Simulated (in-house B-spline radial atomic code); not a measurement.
Ru5+: [Ar] 3d10 4s2 (4p1/2)2 (4p3/2)3 (4d3/2)2 (4d5/2)1 (5p1/2)1 (an excited or competing configuration)

Computed with a radial B-spline atomic code at the basis-set limit: Dirac-Hartree-Fock, average of the jj configuration, Fermi nucleus of rms radius 4.4809 fm.

Z_r = [3n² - l(l+1)]/(2<r>); Z_e = n√(-2ε); the last column is Slater's effective charge. Values are occupation-weighted means over j. An effective charge above Z reflects the relativistic contraction of the inner shells.

```
shell  electrons   ε (eV)  <r> (bohr)    Z_r    Z_e  Slater
   1s          2   -22334     0.03343  44.87  40.52   43.70
   2s          2  -3361.9       0.145  41.37  31.44   39.85
   2p          6  -3014.7      0.1268  39.42  29.77   39.85
   3s          2  -693.87      0.3996  33.78  21.42   32.75
   3p          6  -576.33      0.4005  31.21  19.53   32.75
   3d         10  -386.74      0.3823  27.46  15.99   22.85
   4s          2  -168.24      0.9893  24.26  14.07   16.60
   4p          5  -132.71       1.065  21.60  12.49   16.60
   4d          3  -81.639       1.273  16.50   9.80    8.30
   5p          1  -48.536       2.465  14.80   9.44    7.50
```

The least bound orbital is 5p1/2 at -48.54 eV, and it is also the most diffuse (<r> = 2.465 bohr).

For the 1s electron the small component carries 2.58 % of the norm, the zero-frequency Breit interaction raises the level by 44.95 eV, self-energy by 24.78 eV, and vacuum polarisation lowers it by 2.96 eV.
